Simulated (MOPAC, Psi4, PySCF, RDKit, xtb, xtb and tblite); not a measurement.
Two geometries of SMILES B[SiH2]CC=O, singlet, relaxed at GFN2-xTB with one dihedral held; other torsions can differ between them too.

Structure A

```
12

B     -1.8115    -0.4446    -0.2174
Si    -0.4428    -0.0849     1.1322
C      1.0901     0.5575     0.1104
C      1.8371     1.4889     0.9675
O      1.7215     2.6873     0.9691
H     -2.6288     0.3469    -0.4857
H     -1.8266    -1.4439    -0.8250
H     -0.7414     0.9380     2.1468
H      0.0928    -1.2169     1.9143
H      0.7323     1.0693    -0.7816
H      1.6971    -0.2980    -0.1719
H      2.5184     0.9867     1.6844
```

Structure B

```
12

B      1.5191    -0.3331    -0.4397
Si     0.4455    -0.1211     1.1921
C     -1.0823     0.6382     0.2093
C     -0.8790    -0.0507    -1.0468
O     -1.5752    -0.8134    -1.6475
H      2.1938     0.5499    -0.8277
H      1.7569    -1.3972    -0.8756
H      0.7070     0.8833     2.2357
H     -0.1169    -1.2701     1.9185
H     -2.0858     0.5089     0.6041
H     -0.8498     1.6955     0.1225
H      0.2144     0.1036    -1.4017
```

Q: Which is lower in energy at the level DF-MP2 (frozen core)/cc-pVTZ // GFN2-xTB (Psi4), and by how much?

A: A is lower, by 4.68 kcal/mol (dihedral B1–Si2–C3–C4: 150° in A, 30° in B).

E(B) − E(A) in kcal/mol at the other levels, on the same two geometries: GFN2-xTB (xtb and tblite) -1.04; PBE/def2-TZVP // GFN2-xTB (Psi4) -0.98; PBE-D3(BJ)/def2-TZVP // GFN2-xTB (Psi4) -1.54; wB97X-D/def2-TZVP // GFN2-xTB (Psi4) 5.31; HF/cc-pVTZ // GFN2-xTB (Psi4) 15.86; UFF // GFN2-xTB (RDKit) 519.15; PM7, restricted, heats of formation // GFN2-xTB (MOPAC) 15.40; PM6, restricted, heats of formation // GFN2-xTB (MOPAC) 6.91; GFN1-xTB // GFN2-xTB (xtb) 3.39; restricted B3LYP/6-31G*, spherical d // GFN2-xTB (PySCF) 5.74; restricted BP86/6-31G*, spherical d // GFN2-xTB (PySCF) 0.41; restricted M06-2X/6-31G*, spherical d // GFN2-xTB (PySCF) 6.37; restricted MP2 (frozen core)/6-31G*, spherical d // GFN2-xTB (PySCF) 7.43.
